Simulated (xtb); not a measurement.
Cl, charge -1, singlet. Base run: GFN2-xTB (xtb).

Input for xtb:
```
$ xtb mol.xyz --gfn 2 --chrg -1 --json

# file mol.xyz
1

Cl     0.00000000     0.00000000     0.00000000
```

Each row names what was changed in the base input (with any setting that the change needs).

```tsv
change	ΔE vs base (mEh)	G_solv (kcal/mol)	SCF cycles
base	0.000	-	40
etemp = 10000	-0.111	-	14
alpb = water	-113.7	-71.37	40
alpb = acetonitrile	-96.764	-60.72	40
acc = 30	0.000	-	24
```

ALPB and GBSA are two models with their own fitted parameters for each solvent, which aren't always the measured dielectric constant.
